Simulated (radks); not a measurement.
Values are calculated unless marked as measured or tabulated.
Polarisability of the xenon ion Xe6+, [Kr] 4d10 5s2, at imaginary frequency. Code: a radial shooting solver on a logarithmic mesh with Libxc functionals. Model: non-relativistic Kohn-Sham, PBE, spin-polarised, spherical densities, point nucleus; relativity is left out, which matters for an element this heavy. Response by self-consistent Sternheimer equations with the Hartree and adiabatic LDA kernel.

w (hartree),alpha1(iw) (bohr^3),alpha2(iw) (bohr^5)
0.00266,5.355,9.201
0.0143,5.352,9.200
0.0360,5.337,9.193
0.0697,5.291,9.173
0.118,5.177,9.122
0.186,4.940,9.009
0.280,4.512,8.778
0.413,3.855,8.332
0.605,3.031,7.532
0.892,2.203,6.249
1.35,1.523,4.532
2.12,1.010,2.761
3.59,0.5957,1.394
6.94,0.2560,0.5469
17.5,0.06264,0.1182

Static values: alpha1 = 5.355 bohr^3 (0.7935 angstrom^3; uncoupled 9.909), alpha2 = 9.201 bohr^5, alpha3 = 31.62 bohr^7. C6 = 17.24, C8 = 189.9, triple-dipole C9 = 61.46 atomic units. One-pole (London) frequency 4 C6 / (3 alpha1^2) = 0.802 hartree, against 3.057 for minus the highest occupied eigenvalue.
